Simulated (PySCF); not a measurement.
## Bi(CN)3 at several levels of theory

Computed with PySCF 2.14.0 (density fitting, no spin-orbit coupling) at the geometry relaxed with B3LYP:

```xyz
7
Bi(CN)3 (singlet)
Bi    0.0000    0.0000   -1.1835
C     1.8799    0.0000    0.0375
N     2.9203    0.0000    0.5556
C    -0.9399    1.6280    0.0375
N    -1.4601    2.5290    0.5556
C    -0.9400   -1.6280    0.0375
N    -1.4601   -2.5290    0.5556
```

| level | basis | state | HOMO (eV) | gap (eV) | charge on Bi1 (e) | dipole about the centre of mass (D) | largest force component (eV/Å) |
| --- | --- | --- | --- | --- | --- | --- | --- |
| B3LYP | Bi def2-SVP with ECP60, C def2-SVP, N def2-SVP | singlet | -9.60 | 6.60 | 1.00 | 6.40 | 0.00 |
| revPBE | the same | singlet | -8.38 | 5.00 | 0.97 | 6.10 | 1.61 |
| HF | the same | singlet | -12.86 | 12.98 | 1.41 | 7.11 | 3.17 |
| TPSS | the same | singlet | -8.56 | 5.14 | 1.02 | 6.21 | 1.04 |
| B3LYP | Bi def2-TZVP with ECP60, C def2-TZVP, N def2-TZVP | singlet | -9.81 | 6.55 | 1.06 | 6.63 | 0.89 |
| B3LYP | Bi x2c-SVPall, C x2c-SVPall, N x2c-SVPall | singlet | -9.63 | 6.61 | 1.13 | 6.40 | 1.11 |

Charges are Mulliken's, which hang on the basis. The relaxation used the grid (50, 194), these runs (75, 302) or, all-electron (x2c bases, spin-free X2C Hamiltonian), (99, 590).

Q: What does wB97X with Bi def2-SVP with ECP60, C def2-SVP, N def2-SVP give here?

A: state singlet, HOMO (eV) -12.17, gap (eV) 11.35, charge on Bi1 (e) 1.10, dipole about the centre of mass (D) 6.60, largest force component (eV/Å) 0.50. Time: 7 s on 2 threads of Arm Neoverse V1 (shared host), from an already converged density.

In the first row's basis the gap widens with exact exchange: 5.0 to 5.1 eV for revPBE, TPSS (none); 6.6 eV for B3LYP (a fixed share); 11.4 to 13.0 eV for wB97X, Hartree–Fock (rising or full at long range).
